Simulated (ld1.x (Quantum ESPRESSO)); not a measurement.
Results of a calculation; reference values are marked as such.
# Potentials for Ni compared

Generated with ld1.x 7.5 (TM, RRKJ, ultrasoft, PAW), atompaw 4.2 or ONCVPSP 4.0.1. The cutoff is in Ry: for ld1.x and atompaw files where the sum of valence levels is converged to 10 mRy in a Bessel basis, for ONCV files where the hardest occupied wave has 1 mHa per electron of residual kinetic energy. The error is the largest all-electron minus pseudo excitation energy over each file’s own four to seven test configurations (ionisations up to +4, promotions, holes and added fractions of an electron), all of which were solved. The labels leave out finer settings (local radius, basis sizes, second energies), which also bear on the numbers. Spin-polarised tests are not counted. The rows are a selection from randomly drawn settings: files with unsolved tests, undetermined cutoffs or missed reference levels are left out.

```csv
potential,cutoff (Ry),largest error (meV),bound ghosts
"PAW, PBEsol, scalar-relativistic, rc 2.25/3.40/1.70 (spd), local smoothed, core correction yes, reference 3d8 4s2 4p0",35,-212,none
"RRKJ, PBE, scalar-relativistic, rc 1.55/2.75/1.60/2.80 (spdf), local s, core correction no, reference 3d8 4s1 4p1",70,-606,none
"ultrasoft, LDA (PZ), scalar-relativistic, rc 2.00/3.00/1.75 (spd), local smoothed, core correction no, reference 3d8 4s1.5 4p0.5",35,+16,none
"TM, BP86, scalar-relativistic, rc 1.70/2.05/1.30 (spd), local s, core correction yes, reference 3d8 4s1 4p0",140,-520,none
```

Question: Fill in the row for Ni: ultrasoft, LDA (PZ), scalar-relativistic, rc 2.10/3.10/1.40 (spd), local smoothed, core correction yes, reference 3d8 4s2 4p0.

Answer: cutoff 55 Ry, largest error -207 meV, bound ghosts: none.
